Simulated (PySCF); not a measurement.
SMILES C#Cc1ccc([SiH3])cc1, GFN2-xTB optimised geometry.

```
17

C     -2.06    -3.25     0.00
C     -1.45    -2.22     0.00
C     -0.74    -1.00     0.00
C     -1.42     0.22     0.00
C     -0.71     1.41     0.00
C      0.68     1.42     0.00
Si     1.65     3.04    -0.01
C      1.35     0.20     0.00
C      0.66    -1.00     0.00
H     -2.59    -4.16     0.00
H     -2.50     0.22     0.00
H     -1.25     2.34     0.00
H      2.41     3.14    -1.26
H      0.72     4.16     0.11
H      2.59     3.04     1.12
H      2.43     0.19     0.00
H      1.19    -1.94     0.00
```

Density from PBE0/def2-SVP (PySCF) at that geometry.

Minimum of the electron density along straight lines between bonded atoms, close to the bond critical point (lines longer than 1.1 times the sum of covalent radii, or with two minima, are not listed):

```
bond     length / Å  ρ at the minimum / e bohr⁻³  ∇²ρ there / e bohr⁻⁵  position (fraction from the first atom)
-------  ----------  ---------------------------  --------------------  ---------------------------------------
C1–C2         1.201                        0.398                 -1.04                                     0.48
C2–C3         1.415                        0.289                 -0.74                                     0.52
C3–C4         1.395                        0.306                 -0.78                                     0.51
C4–C5         1.380                        0.314                 -0.81                                     0.50
C5–C6         1.393                        0.306                 -0.76                                     0.50
C6–Si7        1.886                        0.113                  0.33                                     0.62
C6–C8         1.394                        0.305                 -0.76                                     0.50
C3–C9         1.395                        0.306                 -0.77                                     0.51
C8–C9         1.380                        0.315                 -0.81                                     0.50
C1–H10        1.049                        0.294                 -1.23                                     0.66
C4–H11        1.081                        0.284                 -1.09                                     0.64
C5–H12        1.081                        0.284                 -1.08                                     0.63
Si7–H13       1.466                        0.117                  0.32                                     0.49
Si7–H14       1.464                        0.117                  0.33                                     0.49
Si7–H15       1.465                        0.117                  0.32                                     0.49
C8–H16        1.081                        0.283                 -1.08                                     0.63
C9–H17        1.081                        0.284                 -1.09                                     0.64
```
